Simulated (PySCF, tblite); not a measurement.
Isomers of C4H8O2S2Si, one GFN2-xTB conformer each. Single-point energies are computed at PBE0/pcSseg-1 (PySCF, gas phase, no added dispersion term), electronic only.

```json
{"SMILES": "CCO[Si]1(O)SC=CS1", "GFN2-xTB relative energy (kcal/mol)": "0.0"}
{"SMILES": "COC[Si]1(O)SC=CS1", "GFN2-xTB relative energy (kcal/mol)": "41.7"}
```

Conformers: `[CH3:1][CH2:2][O:3][Si:4]1([OH:5])[S:6][CH:7]=[CH:8][S:9]1` with C1–C2–O3–Si4 68°, C2–O3–Si4–O5 27°, O3–Si4–O5–H 177°; `[CH3:1][O:2][CH2:3][Si:4]1([OH:5])[S:6][CH:7]=[CH:8][S:9]1` with C1–O2–C3–Si4 180°, O2–C3–Si4–O5 -3°, C3–Si4–O5–H 2°, C3–Si4–S6–C7 129°, Si4–S6–C7–C8 -6°, C7–C8–S9–Si4 6°, C3–Si4–S9–C8 -129°.

**Question.** What does PBE0/pcSseg-1 give for the same structures?

**Answer.** 
| SMILES | PBE0/pcSseg-1 E (Eh) | PBE0/pcSseg-1 (kcal/mol) | GFN2-xTB (kcal/mol) | point group |
| --- | --- | --- | --- | --- |
| CCO[Si]1(O)SC=CS1 | -1392.87044 | 0.0 | 0.0 | C1 |
| COC[Si]1(O)SC=CS1 | -1392.81445 | 35.1 | 41.7 | near Cs |

Both levels put the same isomer lowest. As drawn, the higher has an Si–C bond, which the lower lacks.

**Question.** Which frontier levels, dipoles and rotational constants go with these structures?

**Answer.** 
| SMILES | HOMO (eV, PBE0/pcSseg-1) | LUMO (eV) | dipole (D) | A, B, C (MHz) |
| --- | --- | --- | --- | --- |
| CCO[Si]1(O)SC=CS1 | -6.21 | -0.01 | 1.45 | 1691, 781.4, 652.0 |
| COC[Si]1(O)SC=CS1 | -6.16 | -0.11 | 3.01 | 1877, 638.3, 561.4 |

**Question.** What happens when harmonic zero-point energies from GFN2-xTB frequencies are added?

**Answer.** 
```
           SMILES  ZPE (kcal/mol)  electronic (kcal/mol)  with ZPE (kcal/mol)
CCO[Si]1(O)SC=CS1            74.8                    0.0                  0.0
COC[Si]1(O)SC=CS1            73.8                   35.1                 34.1
```

The zero-point energies span 1.0 kcal/mol. The order is unchanged.
